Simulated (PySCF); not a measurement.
Cartesian coordinates (Å):
```xyz
5

Cd     0.0216    -0.1025     0.0645
O     -1.3686     0.4101     1.3491
H     -2.1648     0.6941     0.8780
O      1.4613    -0.7605    -1.0931
H      1.9073    -0.0158    -1.5207
```
Charge 0, spin multiplicity 1.

**Question.** Estimate the LUMO, charge on the central atom (Mulliken) and total energy that TPSSh-D3(BJ)/def2-TZVP // r2SCAN-D4/def2-SVP (PySCF) returns for this input.

**Answer.** 
The LUMO comes out as -1.81 eV, the charge on the central atom (Mulliken) is 0.85 e and the total energy comes out as -319.4186 Ha.
